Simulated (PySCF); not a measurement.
Species: potassium hydride, KH.
SMILES with atom numbers: `[KH:1]` (hydrogens: H2 on K1)

The closed-shell ground state was solved at several levels (PySCF, density fitting, gas phase, non-relativistic). Geometry: PBE0-D3(BJ)/def2-TZVP; no solvent, vibrations or thermal averaging.

```
         level  basis functions  HOMO (eV)  LUMO (eV)  gap (eV)  dipole (D)
 PBE0/pcSseg-2               64      -4.27      -1.10      3.17        7.78
B97-2/pcSseg-2               64      -4.03      -1.05      2.98        7.86
  KT3/pcSseg-2               64      -3.45      -1.71      1.74        6.97
```

Question: What might wB97X-D/pcSseg-2 (64 basis functions) give for the same quantities?

Answer: HOMO -6.00 eV, LUMO 0.19 eV, gap 6.19 eV, dipole 8.45 D.

Question: Over all these levels, which gives the widest orbital gap and which the narrowest?

Answer: wB97X-D/pcSseg-2 (range-separated hybrid) has the widest, 6.19 eV, and KT3/pcSseg-2 (GGA) the narrowest, 1.74 eV. From the narrowest to the widest the HOMO moves by -2.55 eV and the LUMO by +1.90 eV.

Question: In the pcSseg-2 basis, how does the gap go with the fixed share of exact exchange?

Answer: KT3 (0 %) 1.74 eV; B97-2 (21 %) 2.98 eV; PBE0 (25 %) 3.17 eV. Each rise in the share widens the gap here.

Question: How far do the dipole and the HOMO energy spread over the levels?

Answer: The dipole runs from 6.97 to 8.45 D (mean 7.77 D) and the HOMO from -6.00 to -3.45 eV.
